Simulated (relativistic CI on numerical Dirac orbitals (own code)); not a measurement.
**Hg⁴⁺: 4d photoemission**

Computed with this model: Dirac-Coulomb-Breit CI, KLI orbitals optimised for each configuration, model QED, valence Slater integrals scaled by 0.8, multiplet model of photoemission in the sudden approximation; configurations [Xe] 4f14 5d8 → [Kr] 4d9 4f14 5s2 5p6 5d8; 80 K; Lorentzian 2.45 eV and Gaussian 0.6 eV FWHM. Energies are those of the free ion, without screening or charge transfer. The energies are binding energies and can lie tens of eV above those of solids. S is read from ⟨S²⟩ = S(S + 1).

free ion: ground-state S = 0.96, centroid 430.53 eV. Peaks (eV, height): 422.0 (100), 442.4 (79).

Strongest unbroadened transitions for free ion:

```csv
Energy (eV),Relative strength
421.73,54.1
421.78,84.1
421.98,100.0
422.31,21.1
422.43,21.8
422.88,22.1
424.14,43.1
424.39,4.4
425.24,6.7
425.37,6.6
425.63,9.6
426.23,1.9
426.43,2.6
442.06,49.1
442.30,70.5
442.62,40.3
442.69,84.7
443.64,6.5
```
